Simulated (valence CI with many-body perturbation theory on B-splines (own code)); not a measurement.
# Rh XXIII: E2, M1 decay

Computed by valence CI with perturbative core correlation (CI+MBPT): five valence electrons over a frozen Dirac-Fock core [Ar], a basis of 7 s, 7 p, 8 d, 6 f, 4 g, 1 h functions for each j, with the one-electron correlation potential Σ1, the two-electron term Σ2, the three-electron term Σ3, Breit, model QED; selected CI, second order for the rest, scaled by the run's own slope (own B-spline code, finite nucleus).

No measured levels were compared; by estimate terms of the open shell hold to 2 to 4 % of their energy, and close levels can change places. Only levels of the ground parity were solved; by the run's estimate the other parity begins above the list, which can be wrong where configurations are misplaced.

Lines 1 to 50 of 120 in falling wavelength, among levels below 423580 cm⁻¹, chosen from the decays that carry over 1 % of a level's rate. Wavelengths and rates use the calculated energies, so an error of 3000 cm⁻¹ moves a line at 450.2 nm by 14 % and its rate by three times that or more. Electric multipoles are in the length gauge, E1 and E2 with the static RPA response of the core. Weak lines are less certain than strong ones. Lines between different terms over intervals too small for the method are left out, as are lines whose strength nearly cancels. Intervals below about 3000 cm⁻¹, as at the head of this list, are uncertain by tens of per cent. Branching is blank where the lifetime is uncertain.

Names give the largest LS component (configuration and term), which can be under half, so a name can repeat, a term be missing and a line seem to break the LS rules; names also repeat where a configuration has a term twice. Letters in brackets count levels of one name in rising energy.

```csv
λ vac (nm),Upper,Lower,Type,A (s⁻¹),Branch %
3655,3d⁵ ⁴G_11/2,3d⁵ ⁴G_7/2,E2,5.02e-10,
1954,3d⁵ ⁴G_9/2,3d⁵ ⁴G_11/2,M1,3.85e+00,19.8
1273,3d⁵ ⁴G_9/2,3d⁵ ⁴G_7/2,M1,1.56e+01,80.2
795.9,3d⁵ ⁴P_1/2,3d⁵ ⁴P_3/2,M1,9.44e+01,100.0
787.5,3d⁵ ⁴D_3/2,3d⁵ ⁴D_5/2,M1,6.39e+01,2.2
775.3,3d⁵ ²I_13/2,3d⁵ ²I_11/2,M1,2.00e+01,15.0
654.7,3d⁵ ²F_7/2 [c],3d⁵ ²F_5/2 [b],M1,4.27e+01,1.5
527.5,3d⁵ ⁴F_3/2,3d⁵ ⁴F_5/2,M1,1.52e+02,5.5
483.6,3d⁵ ⁴G_7/2,3d⁵ ⁴G_5/2 [a],M1,1.79e+02,73.2
450.2,3d⁵ ²F_7/2 [a],3d⁵ ⁴D_5/2,M1,1.34e+01,1.9
420.0,3d⁵ ⁴D_7/2,3d⁵ ⁴G_9/2,M1,9.79e+01,11.1
419.5,3d⁵ ⁴F_5/2,3d⁵ ²D_3/2 [a],M1,8.59e+01,2.4
403.2,3d⁵ ⁴P_3/2,3d⁵ ⁴G_5/2 [a],M1,2.09e+02,5.9
391.1,3d⁵ ⁴D_7/2,3d⁵ ⁴G_5/2 [b],M1,2.54e+02,28.7
374.3,3d⁵ ²H_9/2,3d⁵ ²G_9/2 [a],M1,2.22e+02,5.4
373.5,3d⁵ ⁴G_5/2 [b],3d⁵ ⁴G_5/2 [a],M1,6.82e+02,26.1
347.3,3d⁵ ⁴F_5/2,3d⁵ ²F_7/2 [a],M1,5.24e+02,14.3
335.5,3d⁵ ²G_7/2 [a],3d⁵ ²F_5/2 [a],M1,1.72e+02,9.1
330.7,3d⁵ ²G_9/2 [b],3d⁵ ²G_7/2 [a],M1,1.84e+02,7.2
315.8,3d⁵ ⁴D_7/2,3d⁵ ⁴G_7/2,M1,2.82e+02,31.8
312.6,3d⁵ ²H_11/2,3d⁵ ²H_9/2,M1,1.61e+02,
307.8,3d⁵ ⁴D_1/2,3d⁵ ⁴P_1/2,M1,9.20e+02,59.3
304.6,3d⁵ ²H_9/2,3d⁵ ²F_7/2 [a],M1,9.54e+01,2.3
302.7,3d⁵ ²F_5/2 [a],3d⁵ ⁴D_5/2,M1,8.39e+01,1.2
287.8,3d⁵ ²F_7/2 [c],3d⁵ ²H_9/2,M1,2.27e+02,7.9
273.6,3d⁵ ⁴D_5/2,3d⁵ ⁴P_3/2,M1,1.17e+02,4.4
270.8,3d⁵ ⁴F_3/2,3d⁵ ²F_5/2 [a],M1,4.66e+01,1.7
267.8,3d⁵ ²G_9/2 [a],3d⁵ ⁴D_7/2,M1,1.75e+02,17.3
262.8,3d⁵ ²G_9/2 [b],3d⁵ ²H_9/2,M1,7.66e+02,29.9
261.0,3d⁵ ⁴F_5/2,3d⁵ ⁴D_3/2,M1,1.55e+02,4.3
257.9,3d⁵ ²F_7/2 [c],3d⁵ ⁴F_5/2,M1,2.88e+02,10.0
251.0,3d⁵ ²F_7/2 [b],3d⁵ ²F_5/2 [a],M1,2.89e+02,6.0
246.1,3d⁵ ²G_7/2 [a],3d⁵ ²F_7/2 [a],M1,3.32e+02,17.6
245.8,3d⁵ ⁴D_5/2,3d⁵ ⁴G_7/2,M1,4.31e+02,16.2
241.1,3d⁵ ²F_5/2 [b],3d⁵ ²F_5/2 [a],M1,2.27e+02,5.5
237.8,3d⁵ ²F_5/2 [a],3d⁵ ⁴D_7/2,M1,2.70e+02,3.8
233.7,3d⁵ ⁴F_3/2,3d⁵ ²D_3/2 [a],M1,4.06e+02,14.6
228.7,3d⁵ ²H_9/2,3d⁵ ²I_11/2,M1,9.94e+01,2.4
226.5,3d⁵ ²I_11/2,3d⁵ ⁴G_9/2,M1,1.83e+02,18.4
224.5,3d⁵ ²F_7/2 [b],3d⁵ ²G_9/2 [a],M1,6.03e+02,12.5
222.0,3d⁵ ⁴D_1/2,3d⁵ ⁴P_3/2,M1,6.32e+02,40.7
211.5,3d⁵ ⁴D_3/2,3d⁵ ⁴G_5/2 [b],M1,1.16e+02,4.0
211.2,3d⁵ ²F_5/2 [b],3d⁵ ²D_3/2 [a],M1,7.31e+02,17.8
203.0,3d⁵ ⁴D_3/2,3d⁵ ⁴P_3/2,M1,6.74e+02,23.0
203.0,3d⁵ ²I_11/2,3d⁵ ⁴G_11/2,M1,8.16e+02,81.6
197.4,3d⁵ ²F_7/2 [b],3d⁵ ²F_7/2 [a],M1,7.20e+01,1.5
196.1,3d⁵ ⁴F_5/2,3d⁵ ⁴D_5/2,M1,9.95e+02,27.3
195.5,3d⁵ ²D_3/2 [a],3d⁵ ⁴P_1/2,M1,2.76e+02,7.5
191.2,3d⁵ ²F_5/2 [b],3d⁵ ²F_7/2 [a],M1,6.42e+01,1.6
191.0,3d⁵ ⁴D_7/2,3d⁵ ⁴G_5/2 [a],M1,2.70e+01,3.0
```
